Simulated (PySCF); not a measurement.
# Electron correlation in Zn (zinc, neutral)

[Ar] 3d10 4s2, closed-shell 1S. All numbers are calculated (PySCF 2.14, the spin-free X2C one-electron Hamiltonian (Gaussian nucleus), in x2c-QZVPPall (11s7p6d4f2g, 108 functions)). Frozen: [Ne]; 20 electrons correlated.

MP2 pair energies summed by pair of shells (mhartree):

```tsv
pair	energy	share (%)
3d-3d	-468.71	51.1
3p-3d	-226.88	24.7
3s-3d	-58.55	6.4
3d-4s	-54.66	6.0
3p-3p	-49.13	5.4
3s-3p	-25.26	2.8
4s-4s	-23.98	2.6
3p-4s	-5.70	0.6
3s-3s	-4.34	0.5
3s-4s	-0.65	0.1
```

Total MP2 correlation energy: -917.86 mhartree.

Same-spin part -305.46 and opposite-spin part -612.40 mhartree; SCS-MP2 scales them by 1/3 and 6/5 to -836.70 mhartree.

MP2 falls well short for the outer s pair, which is nearly degenerate with np².

This basis was not built for core-valence correlation, so the inner-shell part is incomplete.
